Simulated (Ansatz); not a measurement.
Ansatz results at the PBE0-D4/def2-TZVP geometry: HOMO energy (PBE/def2-TZVPP) -6.66 eV; HOMO–LUMO gap (PBE0/def2-TZVPP) 8.20 eV; size of the dipole moment (ωB97M-V/def2-TZVPP) 1.99 D.

Each molecule was computed in one conformer, which needn't be the lowest.

Question: Which molecule gave them?
A. `Cl[B](Cl)[GeH3]`
B. `CN(C)B(O)Br`
C. `NB(Br)O[SiH3]`
D. `CB(O)Br`

Answer: C. The others give `CN(C)B(O)Br`: -5.76, 7.93, 1.37; `Cl[B](Cl)[GeH3]`: -7.06, 6.17, 0.30; `CB(O)Br`: -6.98, 8.26, 0.76.
